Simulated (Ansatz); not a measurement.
Born–Oppenheimer molecular dynamics of ClH$_{4}$Sn (6 atoms, charge 0, multiplicity 2). It starts at the highest image of a converged band, a first-order saddle point between two minima.

These are results of Ansatz, UKS PBE/def2-SVP, not measurements.

```
ensemble                      : NVE (velocity Verlet)
time step                     : 0.5 fs
steps asked                   : 200
starting velocities drawn for : 100 K
seed                          : 8275
```

First frame:

```xyz
6
Properties=species:S:1:pos:R:3
Sn 0.001 0.000 -0.003
Cl 0.003 0.000 2.462
H 1.654 0.000 -0.501
H -0.827 1.432 -0.498
H -0.827 -1.432 -0.498
H -0.002 0.000 4.291
```

(1) How far do the bonds stretch over the last three quarters of this one trajectory? (Pairs bonded in most of those frames.)

Answers

(1) 
```tsv
bond	mean (Å)	spread (Å)	shortest	longest
Sn1–Cl2	2.372	0.040	2.32	2.44
Sn1–H3	1.724	0.011	1.71	1.74
Sn1–H4	1.724	0.004	1.72	1.73
Sn1–H5	1.728	0.041	1.67	1.79
```

Mean temperature of the second half: 288 K. The conserved energy stayed within 0.033 meV per atom of its start (net change 0.02 meV per atom), so the integration is sound. The kinetic energy rose, since the run started high on the potential surface and went downhill. It ends in pieces (ClH3Sn + H), so much of that is their flight and rotation, not heat. A run of 0.1 ps of so small a system gives no equilibrium averages.

Time of the run: 9 min on 1 thread of AMD EPYC 7R43 64-Core Processor (Zen 3), with other jobs on the host, peak memory 0.14 GiB.
